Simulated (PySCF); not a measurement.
**Sc³⁺ (scandium, charge +3) across methods**

[Ar], closed-shell 1S. All numbers are calculated (PySCF 2.14, the spin-free X2C one-electron Hamiltonian (Gaussian nucleus), in ANO-RCC-VTZP (6s5p3d2f1g, 59 functions)).

```json
{"method": "M06", "E (hartree)": "-762.546", "mean ε 2p (eV)": "-432.46", "mean ε 3s (eV)": "-90.705", "mean ε 3p (eV)": "-67.198", "Σ⟨r²⟩ (bohr²)": "12.49", "⟨S²⟩": "0.000"}
{"method": "r2SCAN", "E (hartree)": "-762.510", "mean ε 2p (eV)": "-425.75", "mean ε 3s (eV)": "-88.303", "mean ε 3p (eV)": "-65.469", "Σ⟨r²⟩ (bohr²)": "12.52", "⟨S²⟩": "0.000"}
{"method": "CAM-B3LYP", "E (hartree)": "-762.578", "mean ε 2p (eV)": "-431.50", "mean ε 3s (eV)": "-91.855", "mean ε 3p (eV)": "-68.668", "Σ⟨r²⟩ (bohr²)": "12.55", "⟨S²⟩": "0.000"}
{"method": "UHF", "E (hartree)": "-761.76063", "mean ε 2p (eV)": "-459.81", "mean ε 3s (eV)": "-101.79", "mean ε 3p (eV)": "-73.673", "Σ⟨r²⟩ (bohr²)": "12.58", "⟨S²⟩": "0.000"}
{"method": "LDA", "E (hartree)": "-760.540", "mean ε 2p (eV)": "-421.08", "mean ε 3s (eV)": "-86.193", "mean ε 3p (eV)": "-64.637", "Σ⟨r²⟩ (bohr²)": "12.55", "⟨S²⟩": "0.000"}
{"method": "PBE0", "E (hartree)": "-762.363", "mean ε 2p (eV)": "-431.19", "mean ε 3s (eV)": "-90.636", "mean ε 3p (eV)": "-67.226", "Σ⟨r²⟩ (bohr²)": "12.53", "⟨S²⟩": "0.000"}
{"method": "PBE", "E (hartree)": "-762.314", "mean ε 2p (eV)": "-421.25", "mean ε 3s (eV)": "-86.445", "mean ε 3p (eV)": "-64.623", "Σ⟨r²⟩ (bohr²)": "12.53", "⟨S²⟩": "0.000"}
```

Question: Estimate the same row for TPSSh.

Answer: E (hartree) = -762.565; mean ε 2p (eV) = -426.01; mean ε 3s (eV) = -88.794; mean ε 3p (eV) = -65.913; Σ⟨r²⟩ (bohr²) = 12.52; ⟨S²⟩ = 0.000.
